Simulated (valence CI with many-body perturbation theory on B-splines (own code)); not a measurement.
**Missing levels of Ge XIX**

Level of theory: configuration interaction combined with many-body perturbation theory (CI+MBPT): four valence electrons over a frozen Dirac-Fock core [Ne], radial functions for each j: 11 s, 11 p, 10 d, 8 f, 5 g, 2 h, with the one-electron correlation potential Σ1, the two-electron term Σ2, the three-electron term Σ3, Breit, model QED; selected CI, second order for the rest, scaled by the run's own slope (own B-spline code, finite nucleus).

No measured spectrum was set against this ion. As an estimate, levels of excited configurations hold to 0.05 to 0.15 % of their energy, terms of the ground configuration to about 0.5 %. Among the levels kept, up to 820 cm⁻¹ of a level comes from second order outside the variational space, and about a tenth of that is noise between levels of different J, which matters for small intervals.

```
          Level  E (cm⁻¹)
   3s2 3p2 3P_0         0
   3s2 3p2 3P_1     34061
   3s2 3p2 3P_2     53464
   3s2 3p2 1D_2         ?
   3s2 3p2 1S_0    168330
   3s 3p3 5S°_2    349260
   3s 3p3 3D°_1    444340
   3s 3p3 3D°_2    446250
   3s 3p3 3D°_3    459460
   3s 3p3 3P°_0         ?
   3s 3p3 3P°_1    516170
   3s 3p3 3P°_2    517970
   3s 3p3 1D°_2         ?
   3s 3p3 3S°_1    618220
3s2 3p 3d 3F°_2         ?
3s2 3p 3d 3F°_3    647260
   3s 3p3 1P°_1         ?
3s2 3p 3d 3F°_4         ?
3s2 3p 3d 3P°_2    704570
3s2 3p 3d 3D°_1    716420
```

Names give the largest LS component (configuration and term), which can be under half, so a name can repeat, a term be missing and a line seem to break the LS rules; names also repeat where a configuration has a term twice.

(1) The levels stand in rising order. What does the calculation give for the missing energies?

## Answers

(1) 3s2 3p2 1D_2 108790; 3s 3p3 3P°_0 512080; 3s 3p3 1D°_2 563950; 3s2 3p 3d 3F°_2 628430; 3s 3p3 1P°_1 674870; 3s2 3p 3d 3F°_4 679680.
